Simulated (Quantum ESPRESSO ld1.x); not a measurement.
Q: These are the eigenvalues of the occupied orbitals of an atom or ion with whole-number occupations (eV). All-electron calculation, scalar-relativistic Kohn-Sham, LDA (Slater exchange, VWN5 correlation), spin-polarised, spherical densities, point nucleus. Program: ld1.x of Quantum ESPRESSO 7.5.

1s: -15124.837
2s: -2117.448
2p: -1891.793
3s: -406.482
3p: -333.916
3d: -213.342
4s: -126.084

Which element is it, and in what charge state? The configuration may be excited. Open shells, if any, are filled with parallel spins first.

A: Z = 37, rubidium, charge +7: Rb7+ in [Ar] 3d10 4s2. The list shows which subshells hold electrons but not how many an open one holds; the 1s level, -555.83 hartree, gives Z - s = 33.3 by -(Z - s)^2/2, which with screening and relativity narrows Z to a few neighbours, and the depths of the outer levels then fix element, charge and occupations together.
